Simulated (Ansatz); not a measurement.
Isolated molecules relaxed with PBE0-D4/def2-TZVP in Ansatz; ΔE leaves out vibrations. CBS: MP2 limit from def2 TZ/QZ plus the TZ coupled-cluster correction, frozen cores. This one scheme is used for every species. Functionals use def2-TZVPP. B3LYP here is the variant with VWN-RPA as its local correlation; programs differ in this. def2 core potentials past Kr. For Sn outer-core shells are correlated without core-valence functions, which leaves a few kJ/mol of doubt a bond. One conformer a species, not always the lowest.

Reaction (stannylene formation by 1,1-elimination): `[CH3][SnH]([OH])[AlH2]` → `[AlH3]` + `[CH3][Sn][OH]`

`[CH3][SnH]([OH])[AlH2]`:

Cartesian coordinates in Å:
```
C -0.541 -1.796 -0.545
Sn 0.370 -0.142 0.455
O 2.069 -0.002 -0.571
Al -0.860 2.233 0.355
H -1.484 -2.064 -0.067
H -0.726 -1.541 -1.588
H 0.141 -2.646 -0.500
H 0.808 -0.629 2.052
H 2.658 0.680 -0.240
H -2.444 2.351 0.428
H 0.008 3.557 0.221
```

`[AlH3]`:

Cartesian coordinates in Å:
```
Al 0.000 0.000 0.000
H -0.744 -0.030 -1.400
H -0.617 -0.768 1.243
H 1.361 0.798 0.157
```

`[CH3][Sn][OH]`:

```xyz
7

C    -0.598   -0.735    0.096
Sn    1.294   -0.054    0.977
O     1.411    1.593   -0.125
H    -1.372    0.022    0.259
H    -0.942   -1.680    0.519
H    -0.476   -0.861   -0.985
H     0.683    1.714   -0.741
```

(1) Is it downhill or uphill in electronic energy at CCSD(T)/CBS, and by how much? (Best estimate.)

(2) What do these levels give: r2SCAN-D4, B3LYP-D4, ωB97X-V, ωB97M-V, PBE, r2SCAN, SCS-MP2/def2-TZVPP, CCSD/def2-TZVPP, CCSD(T)/def2-TZVPP, MP2/def2-QZVPP, SCS-MP2/def2-QZVPP, MP2/CBS(def2)? (Estimate.)

Largest T1 diagnostic among the species: 0.016.

Answers

(1) The calculation gave: Uphill: ΔE = +0.60 eV.

(2) The calculation gave: r2SCAN-D4 0.60, B3LYP-D4 0.36, ωB97X-V 0.62, ωB97M-V 0.51, PBE 0.46, r2SCAN 0.58, SCS-MP2/def2-TZVPP 0.46, CCSD/def2-TZVPP 0.56, CCSD(T)/def2-TZVPP 0.59, MP2/def2-QZVPP 0.55, SCS-MP2/def2-QZVPP 0.47, MP2/CBS(def2) 0.56 eV.

The D4 term adds +0.09 eV with B3LYP and +0.05 eV with PBE0; it sums over pairs of atoms, weighted by their polarisabilities, and B3LYP, whose exchange is more repulsive, gets the larger term. In def2-TZVPP, CCSD(T) changes the Hartree–Fock value by +0.17 eV (the triples alone add +0.03 eV) and MP2 by +0.13 eV. From PBE to PBE0 (25 % exact exchange), in def2-TZVPP and without D4, ΔE moves by +0.14 eV.
